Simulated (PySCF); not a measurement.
Excitations are Tamm–Dancoff values on a coarser integration grid. The basis has no diffuse functions, so Rydberg states are missing or too high.

Z-matrix (Å, degrees):
```
Ga
Si 1 2.4107
H 2 1.4883 1 113.40
H 2 1.4885 3 108.18 1 126.32
H 2 1.4926 3 107.40 4 115.59
Si 1 2.4117 2 119.91 3 152.58
H 6 1.4885 1 112.98 2 148.37
H 6 1.4886 7 108.16 1 126.04
H 6 1.4924 7 107.41 8 115.60
Si 1 2.4118 2 120.26 3 -25.73
H 10 1.4885 1 113.19 2 -24.45
H 10 1.4886 11 108.16 1 125.91
H 10 1.4925 11 107.38 12 115.63
```
Charge 0, spin multiplicity 1.

Predict the S1 excitation (TDA), total energy, HOMO, dipole moment and LUMO from r2SCAN-D4/def2-TZVP (PySCF 2.14.0).


```yaml
S1 excitation (TDA): 3.42 eV
total_energy: -2798.6598 Ha
HOMO: -6.53 eV
dipole_moment: 0.07 D
LUMO: -3.25 eV
```
